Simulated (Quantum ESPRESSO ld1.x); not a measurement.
Species: Zn12+. Configuration: [Ar]. Calculated with ld1.x of Quantum ESPRESSO 7.5: scalar-relativistic Kohn-Sham, PBE, spin-unpolarised, spherical densities, point nucleus.

Unscreened Slater integrals over Kohn-Sham orbitals (eV). Empty in this configuration: 3d, 4p, 4s.

integral    value
F0(4p,4p)  18.773
F2(4p,4p)  9.8616
F0(4p,4s)  19.047
G1(4p,4s)  12.956
F0(4p,3d)  23.670
F2(4p,3d)  6.9248
G1(4p,3d)  2.2847
G3(4p,3d)  2.3020
F0(4p,3p)  23.443
F2(4p,3p)  7.1989
G0(4p,3p)  1.9269
G2(4p,3p)  2.3607
F0(4p,3s)  23.404
G1(4p,3s)  2.0973
F0(4s,4s)  19.344
F0(4s,3d)  24.148
G2(4s,3d)  2.3864
F0(4s,3p)  23.914
G1(4s,3p)  2.3817
F0(4s,3s)  23.894
G0(4s,3s)  1.7825
F0(3d,3d)  43.188
F2(3d,3d)  21.830
F4(3d,3d)  14.004
F0(3d,3p)  41.436
F2(3d,3p)  20.306
G1(3d,3p)  23.312
G3(3d,3p)  15.074
F0(3d,3s)  41.360
G2(3d,3s)  17.908
F0(3p,3p)  40.435
F2(3p,3p)  20.509
F0(3p,3s)  40.333
G1(3p,3s)  26.671
F0(3s,3s)  40.293
